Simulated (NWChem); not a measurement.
All runs are NWChem calculations. System: hexafluoropropene (C3F6), charge 0, spin multiplicity 1, at a geometry optimised with B3LYP/def2-SVP. Level: CAM-B3LYP/def2-SVP.

Job file:

```
start mol
memory heap 200 mb stack 900 mb global 1100 mb
geometry units angstroms nocenter noautoz noautosym
  F      2.477524    -0.289571     0.756748
  C      1.383233     0.230975     0.261319
  F      1.570237     1.445240    -0.186876
  C      0.221240    -0.432308     0.232383
  F      0.164395    -1.672587     0.726672
  C     -1.094027     0.059726    -0.306301
  F     -2.020870     0.082952     0.662146
  F     -0.988759     1.289317    -0.817391
  F     -1.542825    -0.760946    -1.266233
end
basis spherical
  * library def2-svp
end
dft
  xc xcamb88 1.00 lyp 0.81 vwn_5 0.19 hfexch 1.00
  cam 0.33 cam_alpha 0.19 cam_beta 0.46
  direct
  iterations 100
end
task dft energy
```

Part of the output:

```
             Northwest Computational Chemistry Package (NWChem) 7.3.0
             --------------------------------------------------------

                                NWChem Input Module
                                -------------------

 Scaling coordinates for geometry "geometry" by  1.889725989
 (inverse scale =  0.529177249)

                             Geometry "geometry" -> ""
                             -------------------------

 Output coordinates in angstroms (scale by  1.889725989 to convert to a.u.)

  No.       Tag          Charge          X              Y              Z
 ---- ---------------- ---------- -------------- -------------- --------------
    1 F                    9.0000     2.47752400    -0.28957100     0.75674800
    2 C                    6.0000     1.38323300     0.23097500     0.26131900
    3 F                    9.0000     1.57023700     1.44524000    -0.18687600
    4 C                    6.0000     0.22124000    -0.43230800     0.23238300
    5 F                    9.0000     0.16439500    -1.67258700     0.72667200
    6 C                    6.0000    -1.09402700     0.05972600    -0.30630100
    7 F                    9.0000    -2.02087000     0.08295200     0.66214600
    8 F                    9.0000    -0.98875900     1.28931700    -0.81739100
    9 F                    9.0000    -1.54282500    -0.76094600    -1.26623300

 Effective nuclear repulsion energy (a.u.)     510.0974708693

            Nuclear Dipole moment (a.u.)
            ----------------------------
        X                 Y               Z
 ---------------- ---------------- ----------------
    -0.0000113384     0.0000056692     0.0000000000


 Summary of "ao basis" -> "" (spherical)
 ------------------------------------------------------------------------------
       Tag                 Description            Shells   Functions and Types
 ---------------- ------------------------------  ------  ---------------------
 *                          def2-svp                  on all atoms

                                 NWChem DFT Module
                                 -----------------

 Summary of "ao basis" -> "ao basis" (spherical)
 ------------------------------------------------------------------------------
       Tag                 Description            Shells   Functions and Types
 ---------------- ------------------------------  ------  ---------------------
 F                          def2-svp                 6       14   3s2p1d
 C                          def2-svp                 6       14   3s2p1d

 Summary of "ao basis" -> "ao basis" (spherical)
 ------------------------------------------------------------------------------
       Tag                 Description            Shells   Functions and Types
 ---------------- ------------------------------  ------  ---------------------
 F                          def2-svp                 6       14   3s2p1d
 C                          def2-svp                 6       14   3s2p1d

  int_init: cando_txs set to always be  F

            General Information
            -------------------
          SCF calculation type: DFT
          Wavefunction type:  closed shell.
          No. of atoms     :     9
          No. of electrons :    72
           Alpha electrons :    36
            Beta electrons :    36
          Charge           :     0
          Spin multiplicity:     1
          Use of symmetry is: off; symmetry adaption is: off
          Maximum number of iterations: 100
          This is a Direct SCF calculation.
          AO basis - number of functions:   126
                     number of shells:    54
          Convergence on energy requested:  1.00D-06
          Convergence on density requested:  1.00D-05
          Convergence on gradient requested:  5.00D-04

              XC Information
              --------------
                     Hartree-Fock (Exact) Exchange  1.000
                   CAM-Becke88 Exchange Functional  1.000
                      VWN V Correlation Functional  0.190 local
              Lee-Yang-Parr Correlation Functional  0.810

           Range-Separation Parameters
           ---------------------------
           Alpha           :  0.19
           Beta            :  0.46
           Gamma           :  0.33
           Short-Range HF  :     F

             Grid Information
             ----------------
          Grid used for XC integration:  medium
          Radial quadrature: Mura-Knowles
          Angular quadrature: Lebedev.
          Tag              B.-S. Rad. Rad. Pts. Rad. Cut. Ang. Pts.
          ---              ---------- --------- --------- ---------
          F                   0.50       49          10.0       434
          C                   0.70       49           8.0       434
          Grid pruning is: on
          Number of quadrature shells:   441
          Spatial weights used:  Erf1

          Convergence Information
          -----------------------
          Convergence aids based upon iterative change in
          total energy or number of iterations.
          Levelshifting, if invoked, occurs when the
          HOMO/LUMO gap drops below (HL_TOL):  1.00D-02
          DIIS, if invoked, will attempt to extrapolate
          using up to (NFOCK): 10 stored Fock matrices.

                    Damping( 0%)  Levelshifting(0.5)       DIIS
                  --------------- ------------------- ---------------
          dE  on:    start            ASAP                start
          dE off:    2 iters        100 iters           100 iters

      Screening Tolerance Information
      -------------------------------
          Density screening/tol_rho:  1.00D-10
          AO Gaussian exp screening on grid/accAOfunc:  14
          CD Gaussian exp screening on grid/accCDfunc:  20
          XC Gaussian exp screening on grid/accXCfunc:  20
          Schwarz screening/accCoul:  1.00D-08

      Superposition of Atomic Density Guess
      -------------------------------------

 Sum of atomic energies:        -708.62949979

      Non-variational initial energy
      ------------------------------

 Total energy =    -711.619794
 1-e energy   =   -2003.090275
 2-e energy   =     781.373010
 HOMO         =      -0.222369
 LUMO         =       0.114237

   convergence    iter        energy       DeltaE   RMS-Dens  Diis-err    time
 ---------------- ----- ----------------- --------- --------- ---------  ------
 d= 0,ls=0.0,diis     1   -712.3031787896 -1.22D+03  1.79D-02  2.74D+00     8.2
 d= 0,ls=0.0,diis     2   -712.2927577605  1.04D-02  8.04D-03  3.59D+00    15.0
 d= 0,ls=0.0,diis     3   -712.5906589743 -2.98D-01  1.32D-03  6.40D-02    21.9
 d= 0,ls=0.0,diis     4   -712.5951331580 -4.47D-03  3.90D-04  5.26D-03    28.8
 d= 0,ls=0.0,diis     5   -712.5955380663 -4.05D-04  1.29D-04  7.32D-04    37.0
  Resetting Diis
 d= 0,ls=0.0,diis     6   -712.5956074168 -6.94D-05  3.40D-05  6.09D-06    47.9
 d= 0,ls=0.0,diis     7   -712.5956085587 -1.14D-06  1.30D-05  1.49D-06    58.4
 d= 0,ls=0.0,diis     8   -712.5956085646 -5.93D-09  5.97D-06  1.60D-06    68.3

         Total DFT energy =     -712.595608564591
      One electron energy =    -2002.623668061818
           Coulomb energy =      858.771269318721
    Exchange-Corr. energy =      -78.840680690837
 Nuclear repulsion energy =      510.097470869344

 Numeric. integr. density =       72.000002305332

     Total iterative time =     67.7s

                       DFT Final Molecular Orbital Analysis
                       ------------------------------------

 Vector   34  Occ=2.000000D+00  E=-4.989872D-01
              MO Center= -1.6D+00,  8.2D-02, -4.3D-01, r^2= 2.0D+00
   Bfn.  Coefficient  Atom+Function         Bfn.  Coefficient  Atom+Function
  ----- ------------  ---------------      ----- ------------  ---------------
    89      0.401372  7 F  py               104     -0.323677  8 F  pz
   118      0.312148  9 F  pz                92     -0.268203  7 F  py
   107      0.217322  8 F  pz               116     -0.210753  9 F  px
   117     -0.210804  9 F  py               121     -0.208782  9 F  pz
   103     -0.142024  8 F  py               120      0.140980  9 F  py

 Vector   35  Occ=2.000000D+00  E=-4.726028D-01
              MO Center= -4.6D-01, -4.1D-01,  5.1D-02, r^2= 3.0D+00
   Bfn.  Coefficient  Atom+Function         Bfn.  Coefficient  Atom+Function
  ----- ------------  ---------------      ----- ------------  ---------------
    60      0.367694  5 F  px                46      0.269774  4 C  px
    63     -0.261091  5 F  px               102     -0.237800  8 F  px
    88     -0.232690  7 F  px               116     -0.225745  9 F  px
    74     -0.222174  6 C  px                91      0.158134  7 F  px
   105      0.153575  8 F  px               119      0.152767  9 F  px

 Vector   36  Occ=2.000000D+00  E=-3.506093D-01
              MO Center=  7.5D-01, -2.3D-01,  2.9D-01, r^2= 2.1D+00
   Bfn.  Coefficient  Atom+Function         Bfn.  Coefficient  Atom+Function
  ----- ------------  ---------------      ----- ------------  ---------------
    48      0.384360  4 C  pz                20      0.336719  2 C  pz
    62      0.257124  5 F  pz                51      0.235421  4 C  pz
    65     -0.209434  5 F  pz                34      0.202944  3 F  pz
     6      0.200334  1 F  pz                23      0.161258  2 C  pz
     9     -0.159905  1 F  pz                37     -0.159244  3 F  pz

 Vector   37  Occ=0.000000D+00  E= 2.703509D-02
              MO Center=  7.1D-01, -2.9D-02,  1.9D-01, r^2= 2.3D+00
   Bfn.  Coefficient  Atom+Function         Bfn.  Coefficient  Atom+Function
  ----- ------------  ---------------      ----- ------------  ---------------
    20      0.502398  2 C  pz                23      0.458203  2 C  pz
    51     -0.382688  4 C  pz                48     -0.379628  4 C  pz
    79     -0.214693  6 C  pz                19      0.205381  2 C  py
    22      0.187428  2 C  py                 6      0.175348  1 F  pz
    34      0.170444  3 F  pz                 9     -0.160502  1 F  pz

 Vector   38  Occ=0.000000D+00  E= 9.123454D-02
              MO Center=  3.5D-01, -3.3D-01,  2.2D-01, r^2= 2.6D+00
   Bfn.  Coefficient  Atom+Function         Bfn.  Coefficient  Atom+Function
  ----- ------------  ---------------      ----- ------------  ---------------
    50      0.507833  4 C  py                59      0.462820  5 F  s
    17     -0.381668  2 C  s                 22      0.364706  2 C  py
     3      0.305644  1 F  s                 47      0.304727  4 C  py
    64      0.287125  5 F  py                61     -0.259713  5 F  py
    75      0.241215  6 C  py                19      0.237541  2 C  py

 Vector   39  Occ=0.000000D+00  E= 1.627255D-01
              MO Center=  1.6D+00,  4.8D-01,  2.1D-01, r^2= 2.3D+00
   Bfn.  Coefficient  Atom+Function         Bfn.  Coefficient  Atom+Function
  ----- ------------  ---------------      ----- ------------  ---------------
    17      2.552527  2 C  s                 49     -0.868311  4 C  px
    31     -0.730502  3 F  s                  3     -0.596434  1 F  s
    45     -0.386491  4 C  s                 50     -0.381237  4 C  py
    36      0.366332  3 F  py                44     -0.309683  4 C  s
    78      0.300980  6 C  py                73     -0.296947  6 C  s

 center of mass
 --------------
 x =  -0.00428070 y =   0.00118758 z =  -0.00157152

 moments of inertia (a.u.)
 ------------------
         770.334957699244         -75.216619693765        -244.035566074010
         -75.216619693765        1495.978910893791         120.555025240628
        -244.035566074010         120.555025240628        1725.993396781158

     Multipole analysis of the density
     ---------------------------------

     L   x y z        total         alpha         beta         nuclear
     -   - - -        -----         -----         ----         -------
     0   0 0 0     -0.000000    -36.000000    -36.000000     72.000000

     1   1 0 0      0.385399      0.192705      0.192705     -0.000011
     1   0 1 0      0.157397      0.078696      0.078696      0.000006
     1   0 0 1      0.032759      0.016380      0.016380      0.000000

     2   2 0 0    -35.190684   -309.724527   -309.724527    584.258371
     2   1 1 0     -0.011142    -17.910592    -17.910592     35.810042
     2   1 0 1     -0.385560    -58.416894    -58.416894    116.448228
     2   0 2 0    -35.555400   -136.387423   -136.387423    237.219447
     2   0 1 1      0.775138     28.975423     28.975423    -57.175709
     2   0 0 2    -34.061540    -81.143235    -81.143235    128.224929

 Task  times  cpu:       68.3s     wall:       68.3s

 Total times  cpu:       68.4s     wall:       68.4s
```
